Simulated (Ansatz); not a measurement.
Steps of a relaxation of `CC#[N+][B-](Cl)(Cl)Cl` with RKS PBE0-D4/def2-TZVP.

```sh
$ ansatz run in.yaml --threads 4 --pin off --events-out ev --progress --plain --max-ram 11315MiB
```

```yaml
crystal:
  periodic: [false, false, false]
  atoms:
    - {symbol: C, position_ang: [0.767767, -1.381512, 1.402917]}
    - {symbol: C, position_ang: [0.232970, -0.439938, 0.444449]}
    - {symbol: N, position_ang: [-0.190126, 0.318288, -0.327797]}
    - {symbol: B, position_ang: [-0.742785, 1.353163, -1.383727]}
    - {symbol: Cl, position_ang: [0.642694, 2.536830, -1.636857]}
    - {symbol: Cl, position_ang: [-2.219444, 2.101873, -0.587232]}
    - {symbol: Cl, position_ang: [-1.133381, 0.343805, -2.869610]}
    - {symbol: H, position_ang: [1.611152, -1.941830, 0.951019]}
    - {symbol: H, position_ang: [1.133321, -0.841970, 2.300160]}
    - {symbol: H, position_ang: [-0.019069, -2.099908, 1.709577]}
basis:
  gaussian: {orbitals: def2-TZVP}
hamiltonian: {xc: pbe0, dispersion: d4}
relax: {f_tol: 0.005, max_steps: 150}
```

Positions (Å) and forces (eV/Å) along the path, 14 of 26 steps:

```xyz
10
step=1 energy=-41845.6240 eV
C     0.768   -1.382    1.403    0.136   -0.248    0.257
C     0.233   -0.440    0.444   -0.896    1.628   -1.657
N    -0.190    0.318   -0.328    1.025   -1.839    1.872
B    -0.743    1.353   -1.384   -0.019    0.068   -0.070
Cl    0.643    2.537   -1.637   -0.287   -0.199    0.019
Cl   -2.219    2.102   -0.587    0.267   -0.120   -0.173
Cl   -1.133    0.344   -2.870    0.060    0.218    0.259
H     1.611   -1.942    0.951   -0.433    0.315    0.171
H     1.133   -0.842    2.300   -0.205   -0.217   -0.484
H    -0.019   -2.100    1.710    0.353    0.393   -0.194
10
step=2 energy=-41845.6807 eV
C     0.764   -1.376    1.397    0.043   -0.086    0.089
C     0.233   -0.438    0.442    0.121   -0.205    0.209
N    -0.180    0.304   -0.314   -0.093    0.188   -0.192
B    -0.733    1.338   -1.368   -0.041    0.095   -0.097
Cl    0.633    2.528   -1.634   -0.101   -0.111    0.037
Cl   -2.206    2.090   -0.587    0.111   -0.070   -0.036
Cl   -1.128    0.347   -2.855    0.039    0.056    0.126
H     1.596   -1.928    0.944   -0.129    0.090    0.058
H     1.124   -0.836    2.281   -0.059   -0.071   -0.141
H    -0.020   -2.081    1.696    0.109    0.114   -0.054
10
step=4 energy=-41845.6840 eV
C     0.763   -1.375    1.397   -0.005    0.001   -0.001
C     0.236   -0.438    0.442   -0.006    0.016   -0.016
N    -0.177    0.306   -0.316    0.024   -0.027    0.026
B    -0.733    1.339   -1.370   -0.013    0.024   -0.024
Cl    0.628    2.525   -1.631    0.001   -0.002    0.003
Cl   -2.201    2.081   -0.584   -0.003   -0.002    0.007
Cl   -1.124    0.347   -2.848    0.001   -0.006    0.001
H     1.589   -1.927    0.945    0.005   -0.004   -0.002
H     1.123   -0.836    2.275    0.002    0.003    0.006
H    -0.021   -2.073    1.694   -0.006   -0.004    0.002
10
step=6 energy=-41845.6842 eV
C     0.762   -1.376    1.397    0.000    0.000    0.000
C     0.244   -0.436    0.439   -0.001    0.001   -0.001
N    -0.165    0.308   -0.319    0.000    0.001   -0.001
B    -0.732    1.341   -1.372    0.000   -0.001    0.001
Cl    0.619    2.537   -1.636    0.000    0.000    0.000
Cl   -2.202    2.069   -0.577    0.000   -0.001    0.000
Cl   -1.121    0.346   -2.849    0.000    0.000    0.000
H     1.582   -1.939    0.948    0.000   -0.001    0.000
H     1.127   -0.838    2.274    0.000   -0.001    0.000
H    -0.031   -2.064    1.697    0.000    0.000    0.000
10
step=7 energy=-41845.6842 eV
C     0.761   -1.376    1.397    0.000    0.000    0.000
C     0.246   -0.436    0.439   -0.002    0.003   -0.003
N    -0.163    0.309   -0.320    0.001   -0.002    0.002
B    -0.731    1.341   -1.372   -0.001    0.001   -0.001
Cl    0.617    2.540   -1.635    0.000   -0.001    0.001
Cl   -2.203    2.065   -0.577    0.001   -0.001    0.000
Cl   -1.118    0.346   -2.850    0.001    0.000    0.001
H     1.578   -1.944    0.947    0.000   -0.001    0.001
H     1.131   -0.838    2.272    0.001   -0.001    0.000
H    -0.034   -2.060    1.700    0.001    0.000    0.001
10
step=9 energy=-41845.6842 eV rejected
C     0.760   -1.376    1.398    0.010   -0.022    0.016
C     0.250   -0.434    0.437   -0.004    0.006   -0.008
N    -0.156    0.311   -0.322    0.001   -0.010    0.011
B    -0.730    1.341   -1.372   -0.004    0.009   -0.008
Cl    0.601    2.563   -1.615   -0.005   -0.006    0.002
Cl   -2.220    2.036   -0.584    0.006   -0.002   -0.004
Cl   -1.089    0.351   -2.860    0.003    0.003    0.004
H     1.539   -1.985    0.933   -0.030    0.022    0.021
H     1.180   -0.836    2.249   -0.012   -0.023   -0.027
H    -0.052   -2.022    1.739    0.035    0.023   -0.009
10
step=11 energy=-41845.6843 eV
C     0.761   -1.376    1.398    0.008   -0.017    0.013
C     0.248   -0.435    0.438   -0.002    0.002   -0.003
N    -0.159    0.310   -0.321   -0.003   -0.004    0.005
B    -0.731    1.341   -1.372   -0.002    0.008   -0.007
Cl    0.601    2.563   -1.611   -0.003   -0.004    0.002
Cl   -2.223    2.036   -0.588    0.006   -0.004   -0.002
Cl   -1.085    0.352   -2.862    0.002    0.002    0.004
H     1.536   -1.988    0.930   -0.022    0.016    0.014
H     1.186   -0.835    2.246   -0.009   -0.016   -0.020
H    -0.051   -2.019    1.745    0.024    0.017   -0.007
10
step=16 energy=-41845.6849 eV
C     0.762   -1.376    1.397    0.016   -0.032    0.029
C     0.245   -0.435    0.439    0.001   -0.008    0.003
N    -0.164    0.309   -0.320    0.000    0.001    0.000
B    -0.731    1.341   -1.372   -0.001    0.004   -0.002
Cl    0.567    2.611   -1.536   -0.008   -0.005    0.000
Cl   -2.275    1.970   -0.632    0.009   -0.004   -0.007
Cl   -0.996    0.370   -2.892    0.000    0.007    0.007
H     1.416   -2.090    0.890   -0.039    0.041    0.032
H     1.328   -0.840    2.163   -0.028   -0.034   -0.039
H    -0.069   -1.911    1.865    0.050    0.031   -0.024
10
step=17 energy=-41845.6850 eV
C     0.762   -1.377    1.398   -0.009    0.048   -0.013
C     0.246   -0.436    0.440   -0.005    0.008   -0.005
N    -0.163    0.308   -0.319   -0.009    0.005   -0.009
B    -0.731    1.340   -1.371   -0.005    0.022   -0.023
Cl    0.560    2.617   -1.529   -0.002   -0.009    0.011
Cl   -2.281    1.962   -0.638    0.018   -0.018   -0.003
Cl   -0.984    0.374   -2.897    0.000   -0.001    0.024
H     1.399   -2.100    0.889    0.025   -0.033   -0.010
H     1.345   -0.844    2.151    0.006   -0.004    0.008
H    -0.068   -1.895    1.879   -0.017   -0.019    0.021
10
step=20 energy=-41845.6856 eV
C     0.761   -1.376    1.398    0.002   -0.001    0.001
C     0.247   -0.435    0.438   -0.001   -0.002    0.003
N    -0.161    0.309   -0.321    0.001   -0.002    0.002
B    -0.731    1.341   -1.372   -0.003    0.006   -0.007
Cl    0.539    2.644   -1.493   -0.012   -0.010    0.000
Cl   -2.304    1.923   -0.657    0.012   -0.003   -0.007
Cl   -0.941    0.383   -2.909    0.003    0.010    0.011
H     1.332   -2.148    0.878   -0.012    0.012    0.016
H     1.410   -0.855    2.105   -0.011   -0.016   -0.012
H    -0.070   -1.836    1.935    0.022    0.007   -0.007
10
step=22 energy=-41845.6856 eV
C     0.761   -1.376    1.397    0.000    0.000    0.000
C     0.246   -0.435    0.439    0.002   -0.004    0.004
N    -0.162    0.309   -0.320   -0.003    0.003   -0.003
B    -0.731    1.341   -1.372   -0.001    0.003   -0.003
Cl    0.537    2.645   -1.490   -0.001   -0.001    0.001
Cl   -2.306    1.921   -0.660    0.001   -0.001   -0.001
Cl   -0.937    0.384   -2.910    0.001    0.001    0.001
H     1.326   -2.152    0.878   -0.001   -0.001    0.000
H     1.416   -0.857    2.100    0.001    0.000   -0.001
H    -0.068   -1.831    1.941    0.001    0.001    0.001
10
step=24 energy=-41845.6810 eV rejected
C     0.761   -1.375    1.397    0.104   -0.187    0.202
C     0.242   -0.436    0.440    0.021   -0.019    0.023
N    -0.166    0.308   -0.319   -0.028    0.046   -0.047
B    -0.732    1.342   -1.373    0.006   -0.011    0.010
Cl    0.494    2.693   -1.413   -0.031   -0.026   -0.004
Cl   -2.355    1.849   -0.712    0.032   -0.006   -0.019
Cl   -0.841    0.409   -2.937    0.002    0.026    0.031
H     1.182   -2.243    0.864   -0.123    0.254    0.180
H     1.551   -0.890    1.993   -0.246   -0.168   -0.181
H    -0.052   -1.708    2.061    0.263    0.092   -0.196
10
step=25 energy=-41845.6805 eV rejected
C     0.763   -1.379    1.401   -0.013    0.062   -0.073
C     0.250   -0.439    0.442   -0.455    0.757   -0.765
N    -0.165    0.311   -0.321    0.431   -0.746    0.757
B    -0.732    1.342   -1.373   -0.012    0.016   -0.016
Cl    0.528    2.655   -1.476    0.000   -0.003    0.003
Cl   -2.317    1.909   -0.673    0.000   -0.001    0.001
Cl   -0.918    0.391   -2.917    0.002   -0.001    0.001
H     1.298   -2.170    0.875    0.032   -0.051    0.005
H     1.443   -0.863    2.079    0.041   -0.004    0.050
H    -0.065   -1.807    1.965   -0.026   -0.028    0.037
10
step=26 energy=-41845.6858 eV
C     0.761   -1.376    1.397    0.000   -0.001    0.000
C     0.246   -0.435    0.439    0.000    0.002   -0.002
N    -0.163    0.309   -0.320   -0.001    0.000    0.000
B    -0.731    1.341   -1.372    0.001   -0.001    0.001
Cl    0.529    2.654   -1.476    0.000    0.000    0.001
Cl   -2.315    1.908   -0.670    0.000    0.000   -0.001
Cl   -0.919    0.389   -2.915    0.001    0.000    0.000
H     1.299   -2.169    0.875    0.000   -0.002   -0.002
H     1.441   -0.863    2.080    0.003    0.001    0.001
H    -0.065   -1.808    1.964   -0.002    0.000    0.002
```

Hardware: 4 threads of an Arm Neoverse V1 on a shared host. Wall time 3 min, peak host memory 0.94 GiB.
